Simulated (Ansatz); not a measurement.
# Molecular dynamics of H₃NOSiZn

Input:

```yaml
crystal:
  periodic: [false, false, false]
  atoms:
    - { symbol: "N", position_ang: [-0.22425, 1.001667, -0.352694] }
    - { symbol: Si, position_ang: [0.938121, -0.434281, -0.535374] }
    - { symbol: O, position_ang: [0.233419, -1.768877, -0.096949] }
    - { symbol: Zn, position_ang: [-0.756222, -2.686813, 1.482542] }
    - { symbol: H, position_ang: [-1.181132, 1.016623, 0.021935] }
    - { symbol: H, position_ang: [-0.025242, 1.842932, -0.897583] }
    - { symbol: H, position_ang: [1.076306, 0.96075, 0.332423] }
basis:
  gaussian: { orbitals: def2-SVP }
hamiltonian:
  xc: pbe0
  dispersion: d4
md:
  timestep: 0.5
  n_steps: 200
  ensemble: nve
  temperature: 300.0
  initial_velocities: maxwell_boltzmann
  seed: 10652
```

Launched with:

```bash
$ ansatz run input.yaml --threads 2 --pin off --max-ram 3072MiB --backend cpu --events-out ev --progress --plain --runs-dir out
```

It starts at the highest image of a converged band. Of that band: The profile has 2 maxima (images 2, 5) with wells between them (image 3): this band takes more than one step, which may be the mechanism or a detour left from its start path. Neighbouring images differ by up to 2.6 eV, so the band resolves the path poorly. A vibrational analysis at the climbing image gives one clearly imaginary mode, 1542i cm⁻¹: a first-order saddle point.

Output, in part (step lines, the closing report, with atoms numbered from 0):

```
md step     0: t =     0.00 fs  T =   300.0 K  F+E_penalty+E_count = -59855.10920055 eV  E_kin = 0.193890 eV  conserved = -59854.91531056 eV  (33 SCF iters)
md step     1: t =     0.50 fs  T =   295.1 K  F+E_penalty+E_count = -59855.10594205 eV  E_kin = 0.190696 eV  conserved = -59854.91524633 eV  (40 SCF iters)
md step     2: t =     1.00 fs  T =   281.8 K  F+E_penalty+E_count = -59855.09721227 eV  E_kin = 0.182137 eV  conserved = -59854.91507498 eV  (39 SCF iters)
md step     3: t =     1.50 fs  T =   264.3 K  F+E_penalty+E_count = -59855.08571237 eV  E_kin = 0.170846 eV  conserved = -59854.91486636 eV  (33 SCF iters)
md step     4: t =     2.00 fs  T =   247.7 K  F+E_penalty+E_count = -59855.07475076 eV  E_kin = 0.160061 eV  conserved = -59854.91468957 eV  (31 SCF iters)
md step     5: t =     2.50 fs  T =   236.0 K  F+E_penalty+E_count = -59855.06714626 eV  E_kin = 0.152552 eV  conserved = -59854.91459396 eV  (31 SCF iters)
md step     6: t =     3.00 fs  T =   231.8 K  F+E_penalty+E_count = -59855.06442932 eV  E_kin = 0.149828 eV  conserved = -59854.91460164 eV  (31 SCF iters)
md step     7: t =     3.50 fs  T =   234.8 K  F+E_penalty+E_count = -59855.06648360 eV  E_kin = 0.151779 eV  conserved = -59854.91470477 eV  (31 SCF iters)
[... lines left out ...]
Total energy: -59856.77434943 eV, -2199.6958849626 hartree
Atom 0 at    -0.175643     1.182033    -0.464470 Å, force     2.967227    -2.315431    -2.092857 eV/Å
Atom 1 at     0.938857    -0.309875    -0.659218 Å, force    -3.912090     4.178189     0.827152 eV/Å
Atom 2 at     0.513966    -1.473176     0.237031 Å, force     0.881245    -1.382047     0.352581 eV/Å
Atom 3 at    -0.845080    -2.842200     1.517808 Å, force     0.034961     0.081698    -0.091467 eV/Å
Atom 4 at    -0.920947     1.465170     0.146259 Å, force    -0.263281    -0.372233     0.393755 eV/Å
Atom 5 at    -0.249210     1.579388    -1.409518 Å, force    -0.130748     0.403790     0.646268 eV/Å
Atom 6 at     1.654712     0.188355    -1.864477 Å, force     0.422686    -0.593966    -0.035432 eV/Å
Dipole moment:     0.337922     0.825828    -0.726641 e Å
```

The steps, from the saved trajectory:

| time (fs) | T (K) | potential energy less start (eV) | conserved less start (meV/atom) |
| --- | --- | --- | --- |
| 0.0 | 300 | 0.000 | 0.00 |
| 3.0 | 232 | 0.045 | 0.10 |
| 6.0 | 256 | 0.029 | 0.06 |
| 9.0 | 450 | -0.096 | 0.10 |
| 12.0 | 1065 | -0.493 | 0.17 |
| 15.0 | 2223 | -1.244 | -0.09 |
| 18.0 | 3069 | -1.791 | -0.21 |
| 21.0 | 3069 | -1.790 | -0.07 |
| 24.0 | 2828 | -1.634 | -0.09 |
| 27.0 | 2680 | -1.538 | 0.01 |
| 30.0 | 2692 | -1.548 | -0.21 |
| 33.0 | 2195 | -1.224 | 0.14 |
| 36.0 | 2101 | -1.165 | -0.17 |
| 39.0 | 1606 | -0.844 | 0.02 |
| 42.0 | 1356 | -0.682 | 0.02 |
| 45.0 | 1522 | -0.790 | 0.02 |
| 48.0 | 1546 | -0.808 | -0.38 |
| 51.0 | 966 | -0.428 | 0.37 |
| 54.0 | 1761 | -0.947 | -0.33 |
| 57.0 | 1508 | -0.781 | 0.00 |
| 60.0 | 1491 | -0.769 | 0.14 |
| 63.0 | 2316 | -1.303 | -0.01 |
| 66.0 | 3026 | -1.767 | -0.70 |
| 69.0 | 2032 | -1.116 | 0.41 |
| 72.0 | 2234 | -1.252 | -0.33 |
| 75.0 | 1697 | -0.903 | 0.00 |
| 78.0 | 1596 | -0.837 | 0.15 |
| 81.0 | 2441 | -1.385 | -0.24 |
| 84.0 | 2735 | -1.574 | 0.01 |
| 87.0 | 2892 | -1.677 | -0.28 |
| 90.0 | 2417 | -1.369 | -0.10 |
| 93.0 | 1734 | -0.926 | 0.12 |
| 96.0 | 1760 | -0.943 | 0.14 |
| 99.0 | 2631 | -1.508 | -0.22 |

The run went to its last step. The conserved energy stayed within 0.7 meV per atom of its start (net change -0.32 meV per atom), so the integration is sound. The system heated up, since it started high on the potential surface and ran downhill. A run of 0.1 ps of so small a system gives no equilibrium averages. The orbitals stay closed-shell, which can raise the energy where a bond breaks towards radicals; this wasn't checked here.

The step under study would form N1–H7 and break Si2–H7. These pairs go: N1–H7 1.47 → 2.51 Å, Si2–H7 1.65 → 1.49 Å. In the last frame they stand as before the step (other bonds may differ from the relaxed reactants and products). These pairs come and go: their bonding changes 10 times, last at 96 of 100 fs, so the outcome isn't settled. It ends as one piece, H3NOSiZn. Pairs count as bonded within 1.25 times the sum of covalent radii (0.12 Å more for H–H).

Last frame:

```xyz
7
Properties=species:S:1:pos:R:3
N -0.176 1.182 -0.465
Si 0.939 -0.310 -0.659
O 0.514 -1.473 0.237
Zn -0.845 -2.842 1.518
H -0.921 1.465 0.146
H -0.249 1.579 -1.409
H 1.655 0.188 -1.865
```

Run time: 7.4 min on 2 threads of Arm Neoverse V2 (shared host), peak memory 0.19 GiB.
